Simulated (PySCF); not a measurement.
ZnH₂, SMILES [ZnH2].

Geometry: r2SCAN-D4/def2-TZVPD. The isomer is the one that the SMILES or the coordinates give; other isomers of the formula were not compared.

Calculation: B3LYP/def2-TZVPD run with PySCF.

Gas-phase values at a fixed geometry.

| Item | Result |
|---|---|
| total energy | -1780.62033 hartree |
| point group | D∞h |
| highest occupied level | -7.88 eV |
| lowest empty level | -1.03 eV |
| orbital gap | 6.85 eV |
| dipole moment | 0.00 D |
| quadrupole, principal values (traceless, Buckingham form, about the centre of nuclear charge) | -6.44, 3.22, 3.22 D·Å |
| mean static polarisability | 29.0 bohr³ (4.29 Å³) |
| polarisability, principal values | 25.5, 25.5, 36.0 bohr³ |
